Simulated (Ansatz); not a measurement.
# An input for singlet C2H6Ga−

C2H6Ga−: 9 atoms, total charge -1, spin state singlet. As SMILES of the parent species, `C[Ga]C`. The shape was relaxed beforehand at wB97X-V/def2-SVP.

```xyz
9

C    -1.1068    1.0468    0.1685
Ga    0.6474    0.5477    1.2297
C     1.1460   -1.0130   -0.0999
H    -1.7998    0.1776    0.1465
H    -0.8751    1.2783   -0.8937
H    -1.6724    1.9065    0.5789
H     2.0786   -1.5575    0.1474
H     1.2553   -0.6230   -1.1351
H     0.3268   -1.7635   -0.1424
```

Settings wanted:

```yaml
basis_set: def2-TZVP
integral_approximation: automatic
task: energy
method: DFT
functional: PBE0
dispersion: D4
reference: RKS
accuracy: medium
```

Give an Ansatz 0.2.0 job that does this.

This one ran through:

in.yaml:
```yaml
crystal:
  periodic: [false, false, false]
  atoms:
    - symbol: C
      position_ang: [-1.106776, 1.046765, 0.168529]
    - symbol: Ga
      position_ang: [0.647361, 0.547677, 1.229749]
    - symbol: C
      position_ang: [1.145968, -1.012989, -0.099893]
    - symbol: H
      position_ang: [-1.799846, 0.177623, 0.146469]
    - symbol: H
      position_ang: [-0.875127, 1.278305, -0.893670]
    - symbol: H
      position_ang: [-1.672376, 1.906472, 0.578909]
    - symbol: H
      position_ang: [2.078594, -1.557457, 0.147432]
    - symbol: H
      position_ang: [1.255342, -0.622950, -1.135128]
    - symbol: H
      position_ang: [0.326850, -1.763456, -0.142397]
basis:
  gaussian:
    orbitals: def2-TZVP
total_charge: -1
hamiltonian:
  xc: pbe0
  dispersion: d4
```

```bash
$ ansatz run in.yaml --threads 1 --pin off --max-ram 3480MiB --events-out events.jsonl --progress --plain --runs-dir runs
```

Calculated total energy: -2004.34036 Eh. Without diffuse functions such a state is poorly described.
